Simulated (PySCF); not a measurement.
Ligands exchanged one at a time, Ga Br-NH2. Gas-phase values, no solvent. One relaxed conformer stands for each flexible species; it need not be the lowest. Strings in code marks are SMILES.

The LUMO from two functionals at the same geometries (CAM-B3LYP-D3(BJ)/def2-TZVP), both in PySCF: PBE-D3(BJ)/def2-TZVP and TPSSh-D3(BJ)/def2-TZVP. 

| species | PBE-D3(BJ)/def2-TZVP (eV) |
|---|---|
| 0 of 3 Br replaced by NH2 | -3.07 |
| 1 of 3 Br replaced by NH2 (`[NH2][Ga]([Br])[Br]`) | -2.16 |
| 2 of 3 Br replaced by NH2 | -1.23 |
| 3 of 3 Br replaced by NH2 | -0.61 |

**Question.** What does TPSSh-D3(BJ)/def2-TZVP give for each?

**Answer.** 
- 0 of 3 Br replaced by NH2: -2.61
- 1 of 3 Br replaced by NH2 (`[NH2][Ga]([Br])[Br]`): -1.65
- 2 of 3 Br replaced by NH2: -0.70
- 3 of 3 Br replaced by NH2: -0.07
Over these rows, drawn at random from the members with no instability flagged (it was tested for open shells, ions and some series alone), PBE minus TPSSh-D3(BJ): mean -0.51 eV, from -0.53 eV to -0.46 eV.
